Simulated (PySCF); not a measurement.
**Mn²⁴⁺: ionisation energy**

Mn²⁴⁺ 1s1 (2S) → Mn²⁵⁺ (bare nucleus), as a difference of total energies. Calculation: PySCF 2.14, in an even-tempered Gaussian basis (17 s from 24 bohr⁻², ratio 2.2; 7 p from 37 bohr⁻², ratio 2.4; 4 d from 110 bohr⁻², ratio 2.4; 3 f from 160 bohr⁻², ratio 2.4; 3 g from 250 bohr⁻², ratio 2.4); the spin-free X2C one-electron Hamiltonian (Gaussian nucleus). The calculations carry no spin-orbit coupling.

```
   method  ionisation energy (eV)
      UHF                  8575.5
      LDA                  8546.6
      PBE                  8571.7
     PBE0                  8572.7
   r2SCAN                  8575.7
BHandHLYP                  8574.8
  r2SCAN0                  8575.7
```

For comparison: 8572.0 eV (theoretical estimate listed by NIST; NIST Atomic Spectra Database, ionization energies).
